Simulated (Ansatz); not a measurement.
Geometry optimisation, Ansatz, UKS B3LYP/def2-SVPD.

The input (input.yaml):

```yaml
crystal:
  periodic: [false, false, false]
  atoms:
    - { symbol: "N", position_ang: [-0.0536, -0.6185, -0.1766] }
    - { symbol: Ga, position_ang: [0.6183, 0.8128, 0.1405] }
    - { symbol: H, position_ang: [-1.0757, -0.7505, -0.6191] }
    - { symbol: H, position_ang: [0.0143, -1.1075, 0.6981] }
    - { symbol: H, position_ang: [0.5465, 1.59, -0.0843] }
magnetization:
  spin_polarized: true
  initial_magnetization: 1
basis:
  gaussian: { orbitals: def2-SVPD }
hamiltonian:
  xc: b3lyp
relax:
  f_tol: 0.02
  max_steps: 50
```

Command:

```bash
$ ansatz run input.yaml --threads 2 --pin off --max-ram 3072MiB --backend cpu --events-out ev --progress --plain --runs-dir out
```

Q: Where does it end, and by what steps?

A: It converged. After 9 steps the energy has fallen by 16.671 eV; H5 moved furthest, 0.62 Å. The start is strongly strained (largest force component 72 eV/Å).

```json
{"step": "0", "energy less start (eV)": "0.0000", "largest force component (eV/Å)": "71.992", "accepted": "yes"}
{"step": "1", "energy less start (eV)": "-12.0974", "largest force component (eV/Å)": "19.152", "accepted": "yes"}
{"step": "2", "energy less start (eV)": "-15.1093", "largest force component (eV/Å)": "8.137", "accepted": "yes"}
{"step": "3", "energy less start (eV)": "-16.4385", "largest force component (eV/Å)": "1.634", "accepted": "yes"}
{"step": "4", "energy less start (eV)": "-16.5766", "largest force component (eV/Å)": "1.541", "accepted": "yes"}
{"step": "5", "energy less start (eV)": "-16.6440", "largest force component (eV/Å)": "0.521", "accepted": "yes"}
{"step": "6", "energy less start (eV)": "-16.6552", "largest force component (eV/Å)": "0.531", "accepted": "yes"}
{"step": "7", "energy less start (eV)": "-16.6688", "largest force component (eV/Å)": "0.209", "accepted": "yes"}
{"step": "8", "energy less start (eV)": "-16.6705", "largest force component (eV/Å)": "0.106", "accepted": "yes"}
{"step": "9", "energy less start (eV)": "-16.6708", "largest force component (eV/Å)": "0.003", "accepted": "yes"}
```

```xyz
5
Properties=species:S:1:pos:R:3
N -0.212 -0.687 0.065
Ga 0.828 0.792 0.426
H -0.951 -0.704 -0.630
H -0.120 -1.581 0.531
H 0.505 2.106 -0.434
```

Whether the end is a true minimum wasn't checked by a vibrational analysis.

Run time: 22 s on 2 threads of Arm Neoverse V1, on a shared host, peak memory 0.2 GiB.
